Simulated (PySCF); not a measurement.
## Structure elucidation problem

Molecular formula: C$_{2}$Cl$_{6}$. Simulated spectra:

13C{1H} NMR (computed): δ 132.1 (C, 2C).

[PySCF 2.14: PBE0-D3(BJ)/def2-TZVP geometry; PBE0/pcSseg-2 with gauge-including orbitals; a single conformation; fast rotation and ring inversion assumed for equivalent nuclei; no relativistic terms; gas phase]

δ = σ(ref) − σ, references computed at the same level: 13C against TMS.

Question: Deduce the structure.

Answer: 
The formula gives 0 degrees of unsaturation. 1 carbon signal for 2 carbons: some carbons are equivalent by symmetry or fast rotation. Carbon types of the structure: 2 × C. δC 132.1: fully substituted sp3 carbon bonded to 3 Cl; 3 electronegative neighbours deshield it.

The compound is hexachloroethane.

The shifts were computed for this structure.

Carbons that carry Cl, above all several Cl atoms, come out too deshielded, partly because spin–orbit coupling is missing. Shifts are as computed. Against solution values, carbons near 30 ppm lie about +3 ppm off and those near 130 ppm about +9 ppm; carbons on Cl a further +4 ppm. Of 1211 compounds with measured shifts, 218 miss one by over three times the rms of a fit or turn the order of signals round; such compounds aren't used in these exercises.
